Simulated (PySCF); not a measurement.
Arsenic: a sound run and one with changed settings

Sound run: As²⁺ [Ar] 3d10 4s2 4p1, As³⁺ [Ar] 3d10 4s2. Calculation: PySCF 2.14, in x2c-SVPall; scalar relativity by spin-free X2C-1e. In the sound run the correlated levels freeze [Ar] 3d10. The sound run starts from symmetry-adapted Hartree-Fock orbitals and uses a fine grid where one is needed.

Changed run: no relativity, point nucleus. This setting is unsound on purpose.

| species | method | sound run (hartree) | changed run (hartree) | converged |
| --- | --- | --- | --- | --- |
| As²⁺ | UHF | -2257.61457 | -2222.64570 | yes |
| As²⁺ | M06-L | -2259.19765 | -2224.22672 | yes |
| As²⁺ | TPSS | -2259.22428 | -2224.25778 | yes |
| As²⁺ | MP2 | -2257.64876 | -2222.68048 | yes |
| As²⁺ | CCSD(T) | -2257.66464 | -2222.69755 | yes |
| As³⁺ | UHF | -2256.60488 | -2221.63708 | yes |
| As³⁺ | M06-L | -2258.17555 | -2223.20607 | yes |
| As³⁺ | TPSS | -2258.18789 | -2223.22305 | yes |
| As³⁺ | MP2 | -2256.63307 | -2221.66600 | yes |
| As³⁺ | CCSD(T) | -2256.64526 | -2221.67951 | yes |

Ionisation energy of As²⁺:

```tsv
method	sound run (eV)	changed run (eV)
UHF	27.475	27.446
M06-L	27.813	27.773
TPSS	28.202	28.156
MP2	27.638	27.605
SCS-MP2	27.621	27.587
CCSD	27.726	27.689
CCSD(T)	27.739	27.702
```

Most of the change in total energy is the relativistic energy itself. On top of that the contraction fixes the core shape for the Hamiltonian it was made with, so the changed run is not a good calculation with the other Hamiltonian either.

For comparison, NIST gives 28.349 ± 0.012 eV between the lowest levels.
